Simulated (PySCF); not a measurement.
## C₆ coefficients of unlike pairs at PBE

Calculated with PySCF 2.14 from the dipole response of each species, C₆(A,B) = (3/π) ∫ α_A(iu) α_B(iu) du, in atomic units, from isotropic polarisabilities. For ions this is the dispersion term alone; charge-induced terms of lower order in 1/R come first.

| species | configuration | basis | relativity | α (bohr³) | C₆ (like pair) |
| --- | --- | --- | --- | --- | --- |
| Mo³⁺ | [Kr] 4d3 (4F) | x2c-TZVPPall with one added diffuse shell each of s, p, d, f type (9s7p7d3f1g) | spin-free X2C | 5.781 | 25.77 |
| I⁺ | [Kr] 4d10 5s2 5p4 (3P) | aug-cc-pwCVDZ-PP with ECP28MDF (6s5p4d1f) | core potential | 20.77 | 180.7 |
| Ne | [Ne] (1S) | aug-cc-pVDZ-DK (4s3p2d) | spin-free X2C | 2.144 | 4.803 |
| O | [He] 2s2 2p4 (3P) | dyall-acv3z (15s9p4d2f) | none | 5.436 | 16.62 |

(1) Estimate C₆ for O with Mo³⁺.

No spin-orbit coupling is included.

The other pairs:

```
    pair     C₆
   O, I⁺  54.14
I⁺, Mo³⁺  65.17
Ne, Mo³⁺  11.00
  Ne, I⁺  26.73
   O, Ne  8.543
```

## Answers

(1) The integral gives 20.45. The combination rule 2 C_A C_B / (C_A α_B/α_A + C_B α_A/α_B) gives 20.44 and the geometric mean 20.69.
